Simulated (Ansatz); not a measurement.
A nudged elastic band was laid between two geometries of a periodic cell of 19 atoms, C18N (surface graphene monolayer, adsorbate N).

These are results of DFT LDA, scalar-relativistic, plane waves, PAW (Ansatz), not measurements. Settings: cutoff 420 eV, k mesh 2x2x1, gaussian smearing 0.05 eV, spin collinear.

| Quantity | Value |
| --- | --- |
| movable images | 3 |
| climbing image | yes |
| spring | 5.0 eV/Å² |
| optimiser | fire |
| start path | IDPP |
| force threshold | 0.05 eV/Å |
| iteration limit | 80 |
| end points | relaxed |

Initial state:

```xyz
19
Lattice="7.3980 0.0000 0.0000 -3.6990 6.4069 0.0000 0.0000 0.0000 11.0000" Properties=species:S:1:pos:R:3
C -0.013 -0.018 0.983
C 1.221 0.697 0.944
C -1.242 2.111 0.916
C -0.014 2.824 0.916
C -2.478 4.237 0.945
C -1.243 4.952 0.983
C 2.456 -0.018 0.982
C 3.661 0.708 1.004
C 1.221 2.106 0.929
C 2.457 2.824 0.915
C -0.038 4.227 1.004
C 1.221 4.904 1.297
C 4.920 0.030 1.297
C 6.180 0.708 1.004
C 3.685 2.111 0.916
C 4.920 2.828 0.930
C 2.481 4.227 1.004
C 3.686 4.952 0.983
N 1.221 5.670 2.508
```

Final state:

```xyz
19
Lattice="7.3980 0.0000 0.0000 -3.6990 6.4069 0.0000 0.0000 0.0000 11.0000" Properties=species:S:1:pos:R:3
C 0.015 -0.045 1.004
C 1.220 0.681 0.983
C -1.245 2.166 1.297
C 0.015 2.843 1.004
C -2.480 4.246 0.916
C -1.245 4.964 0.930
C 2.454 -0.034 0.945
C 3.689 0.681 0.983
C 1.220 2.118 0.983
C 2.454 2.833 0.944
C -0.009 4.246 0.916
C 1.219 4.959 0.916
C 4.894 -0.045 1.004
C 6.153 0.633 1.297
C 3.689 2.118 0.982
C 4.894 2.843 1.004
C 2.454 4.242 0.929
C 3.690 4.959 0.915
N 2.454 7.806 2.508
```

Question: Which bonds break or form, and what moves?

Answer: Contacts lost: C12–N19, C13–N19. Contacts made: C3–N19, C14–N19. The atom that moves furthest is N19, by 2.47 Å.

Question: What energy profile does the band end with?

Answer: It converged. The highest image is number 1 of 0 to 4, 1.05 eV above the ends, which have the same energy within 2 meV. The profile has 2 maxima (images 1, 3) with wells between them (image 2): this band takes more than one step, which may be the mechanism or a detour left from its start path. By the program's own check the climbing image is of a kind that is not told: the force calls were inconclusive, a negative curvature could not be distinguished from the path's own, the only one lies far off the path, or fixed occupations may fill a level only in part (lowest curvatures found: -4.87 and 2.36 eV/Å²). Limits of this set-up: coarse k mesh, slab without dipole correction.

```tsv
image	path coordinate (Å)	energy (eV)	C12–N19 (Å)	C13–N19 (Å)	C3–N19 (Å)
0	0.00	0.00	1.43	1.43	3.49
1	0.92	1.05	1.66	1.47	2.74
2	1.86	0.00	2.43	1.43	2.44
3	2.79	1.05	2.74	1.67	1.65
4	3.72	0.00	3.49	2.44	1.43
```

Question: What is the geometry of the highest image?

Answer: 
```xyz
19
Lattice="7.3980 0.0000 0.0000 -3.6990 6.4069 0.0000 0.0000 0.0000 11.0000" Properties=species:S:1:pos:R:3
C 0.012 -0.057 0.978
C 1.205 0.690 0.964
C -1.248 2.108 1.163
C -0.022 2.830 1.154
C -2.446 4.228 0.968
C -1.226 4.954 1.010
C 2.437 -0.015 0.890
C 3.615 0.729 0.794
C 1.219 2.112 1.040
C 2.443 2.835 0.960
C -0.009 4.253 1.163
C 1.272 4.998 1.185
C 4.855 0.016 0.905
C 6.147 0.628 1.178
C 3.670 2.121 0.891
C 4.933 2.809 1.014
C 2.494 4.243 0.975
C 3.721 4.939 0.924
N 1.540 6.194 2.303
```

Run time: 18 min on 2 threads of Intel(R) Xeon(R) 6975P-C (Granite Rapids), with other jobs on the host, peak memory 1.6 GiB.
